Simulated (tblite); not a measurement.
C4H7NSi.
Numbering: `[CH3:1][C:2]#[C:3]/[CH:4]=[N:5]\[SiH3:6]` (hydrogens: H7, H8, H9 on C1; H10 on C4; H11, H12, H13 on Si6)

Structure optimised with GFN2-xTB, isolated species.

Task: What internal coordinates does the optimisation give?

Result: 
```tsv
bond	length (Å)	order
C1–C2	1.442	single
C2≡C3	1.205	triple
C3–C4	1.415	single
C4=N5	1.258	double
N5–Si6	1.715	single
C1–H7, C1–H8, C1–H9	1.090	single
C4–H10	1.094	single
Si6–H11, Si6–H12, Si6–H13	1.465	single
```

Bonds in one row agree within 0.01 Å and their mean is given. Orders are formal, as drawn. A selection of angles:
```tsv
angle	degrees
C2–C1–H7	110.1
H7–C1–H8	108.8
C1–C2–C3	179.0
C2–C3–C4	178.0
C3–C4–N5	126.8
C3–C4–H10	114.8
N5–C4–H10	118.3
C4–N5–Si6	135.0
N5–Si6–H11	102.9
N5–Si6–H13	118.4
H11–Si6–H12	112.7
H11–Si6–H13	109.9
```

Torsions: C3–C4–N5–Si6 0° (synperiplanar). The mirror-image conformer, all signs reversed, is as good.

Si6 (SiH3 silicon) is distorted tetrahedral (angles from 102.9° to 118.4°). The 3 C–C bonds span 1.205 Å (C2≡C3, drawn triple) to 1.442 Å (C1–C2, drawn single), a spread of 0.237 Å. The 6 heavy atoms lie in one plane (0.001 Å rms).

GFN2-xTB frequencies show an imaginary mode (32i cm⁻¹), so the point is no minimum at that level. 2 starts were optimised and ended at 0.00 and 1.14 kcal/mol (GFN2-xTB); the lowest of these is shown.

The numbers are calculated, not measured.
